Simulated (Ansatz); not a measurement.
Coupled-cluster diagnostics for the cluster Li8Sn, Ansatz.

Geometry of the singlet (PBE0-D4/def2-SVP):

```xyz
9

Li   -1.3254   -2.2894   -0.1519
Li   -2.0785   -1.1996    2.6766
Li    0.2514    0.9785   -3.4252
Li   -0.1800    2.0163    2.7664
Li    1.1289    1.7325   -0.2058
Li    0.6288   -0.6279    1.3674
Li   -1.5060    0.6654    0.3204
Li    2.7904   -0.6858   -1.9353
Sn    0.2904   -0.5900   -1.4124
```

In the def2 sets Sn takes a core potential; there is no spin–orbit coupling. Correlated methods freeze 4 core orbitals; core or outer-core shells of Li, Sn are correlated, in sets that lack core-valence functions. Another isomer (singlet) lies 0.20 eV lower at PBE0-D4/def2-TZVP; other spin states weren't run for this one.

Problem. Estimate the CCSD(T) correlation energy, the shares of MP2 and (T), T1 and the reference's ⟨S²⟩ for: charge 0, singlet, own geometry in def2-TZVPP; and the rough time on 4 threads of Arm Neoverse V1 on a shared host.

Solution. 
| state | basis | correlation (eV) | MP2 share (%) | (T) share (%) | T1 | ⟨S²⟩ (pure) | wall time | remarks |
| --- | --- | --- | --- | --- | --- | --- | --- | --- |
| charge 0, singlet, own geometry | def2-TZVPP | -20.895 | 91.9 | 3.7 | 0.015 | 0.00 (0.00) | 2.6 min | restricted SCF unstable |
Customary marks for T1 are 0.02 (closed shells), 0.045 (open shells) and about 0.05 (3d metals). T1 stays under 0.02 throughout.
